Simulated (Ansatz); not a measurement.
Input file for Ansatz (an electronic-structure program): R-wB97M-V/def2-TZVPP on CHO2 (SMILES O=C=[OH+]), atoms moved off the minimum. Charge +1.

Ansatz 0.2 input:
```yaml
crystal:
  periodic: [false, false, false]
  atoms:
    - {symbol: O, position_ang: [1.25251071, -0.13993077, -0.09309772]}
    - {symbol: C, position_ang: [0.17076261, -0.05775297, -0.14333441]}
    - {symbol: O, position_ang: [-1.16491004, 0.20425267, 0.24158692]}
    - {symbol: H, position_ang: [-1.74434198, 0.55276071, -0.38356100]}
basis:
  gaussian:
    orbitals: def2-TZVPP
hamiltonian:
  xc: {name: wB97M-V}
total_charge: 1
scf: {lower_state_search: off}
output: {forces: true}
```

### Question
Give the final energy of this run.

### Answer
-188.7934 hartree.
